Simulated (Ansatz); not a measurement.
Geometry optimisation, RKS B3LYP-D4/def2-SVP (Ansatz).

Input file:

```yaml
crystal:
  periodic: [false, false, false]
  atoms:
    - { symbol: Sn, position_ang: [0.0, 0.0, 0.0] }
    - { symbol: O, position_ang: [0.0, 0.0, 1.96] }
    - { symbol: H, position_ang: [-0.9095, -0.2814, 2.2971] }
    - { symbol: H, position_ang: [1.6408, 0.0, -0.5794] }
    - { symbol: C, position_ang: [-1.0126, 1.7544, -0.716] }
    - { symbol: H, position_ang: [-2.0653, 1.5008, -0.9603] }
    - { symbol: H, position_ang: [-0.9943, 2.5391, 0.069] }
    - { symbol: H, position_ang: [-0.5023, 2.131, -1.6269] }
    - { symbol: H, position_ang: [-0.8195, -1.4198, -0.5794] }
basis:
  gaussian: { orbitals: def2-SVP }
hamiltonian:
  xc: b3lyp
  dispersion: d4
relax:
  f_tol: 0.02
  max_steps: 40
```

Launched with:

```bash
$ ansatz run input.yaml --threads 1 --pin off --max-ram 2048MiB --backend cpu --events-out ev --progress --plain --runs-dir out
```

Task: Where does it end, and by what steps?

Result: It converged. The force dipped under the threshold on the way, but the program's further checks kept it going. After 18 steps the energy has fallen by 0.119 eV; H8 moved furthest, 0.42 Å.

| step | energy less start (eV) | largest force component (eV/Å) | accepted |
| --- | --- | --- | --- |
| 0 | 0.0000 | 1.741 | yes |
| 1 | -0.0910 | 0.695 | yes |
| 2 | -0.1096 | 0.206 | yes |
| 3 | -0.1122 | 0.043 | yes |
| 4 | -0.1127 | 0.018 | yes |
| 5 | -0.1134 | 0.041 | yes |
| 6 | -0.1102 | 0.329 | no |
| 7 | -0.1142 | 0.054 | yes |
| 8 | -0.1135 | 0.331 | no |
| 9 | -0.1151 | 0.026 | yes |
| 10 | -0.1158 | 0.064 | yes |
| 11 | -0.1160 | 0.121 | yes |
| 12 | -0.1168 | 0.087 | yes |
| 13 | -0.1177 | 0.039 | yes |
| 14 | -0.1181 | 0.007 | yes |
| 15 | -0.1095 | 0.463 | no |
| 16 | -0.1184 | 0.006 | yes |
| 17 | -0.1174 | 0.182 | no |
| 18 | -0.1186 | 0.009 | yes |

```xyz
9
Properties=species:S:1:pos:R:3
Sn 0.012 0.002 -0.047
O -0.098 -0.103 1.954
H -0.982 -0.341 2.263
H 1.707 0.084 -0.311
C -1.025 1.775 -0.731
H -2.109 1.664 -0.582
H -0.668 2.647 -0.164
H -0.825 1.933 -1.801
H -0.674 -1.437 -0.718
```

Whether the end is a true minimum wasn't checked by a vibrational analysis.

Time of the run: 75 s on 1 thread of Arm Neoverse V1 (shared host), peak memory 0.17 GiB.
